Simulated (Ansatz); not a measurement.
C2H6F2S2Si (`CS[Si](F)(F)SC`), relaxed with RKS PBE0-D4/def2-TZVP in the Gaussian-basis code of Ansatz from a PBE-D4/def2-SVP geometry. The force threshold is 0.005 eV/Å; the program also tests the step.

Charge 0, multiplicity 1.

Start:

```xyz
13

C     0.199    0.620   -2.436
S    -1.034    0.415   -1.080
Si    0.106    1.037    0.600
F     0.110    2.650    0.833
F     1.666    0.643    0.301
S    -0.658    0.174    2.375
C    -0.442   -1.605    1.940
H    -0.223    0.101   -3.317
H     0.342    1.690   -2.679
H     1.165    0.161   -2.160
H    -0.939   -1.838    0.979
H     0.631   -1.869    1.889
H    -0.922   -2.178    2.755
```

```csv
step,energy (eV),largest force (eV/Å),largest move (Å)
1,-37145.3518,1.036,0.000
2,-37145.4438,0.972,0.051
3,-37145.4688,0.150,0.060
4,-37145.4732,0.075,0.044
5,-37145.4740,0.028,0.015
6,-37145.4747,0.019,0.035
7,-37145.4753,0.032,0.040
8,-37145.4756,0.026,0.030
9,-37145.4756,0.015,0.014
10,-37145.4757,0.008,0.006
11,-37145.4757,0.004,0.003
```

End:

```xyz
13

C     0.204    0.693   -2.465
S    -0.981    0.316   -1.135
Si    0.105    0.946    0.545
F     0.138    2.524    0.698
F     1.624    0.515    0.346
S    -0.724    0.180    2.307
C    -0.441   -1.595    2.012
H    -0.230    0.292   -3.381
H     0.335    1.768   -2.573
H     1.161    0.211   -2.279
H    -0.913   -1.916    1.085
H     0.624   -1.818    1.991
H    -0.901   -2.116    2.850
```

Run time 85 s (4 threads of an AMD EPYC 7R43 on a shared host); peak host memory 1.1 GiB.
